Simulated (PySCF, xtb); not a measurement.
iodomethane (CH3I), SMILES CI.

GFN2-xTB (xtb 6.7.1) at its own geometry gives an orbital gap of 4.82 eV and a dipole moment of 3.69 D.

Coordinates come from a B3LYP-D3(BJ)/def2-TZVP optimisation. The def2 effective core potentials stand for the cores of I; spin–orbit coupling is left out.

Task: What does PySCF with HF/def2-TZVPD give? (Estimate from the structure and the level; the computed values follow.)

Result: gap 10.99 eV (levels -9.84 and 1.14 eV), dipole 2.00 D.
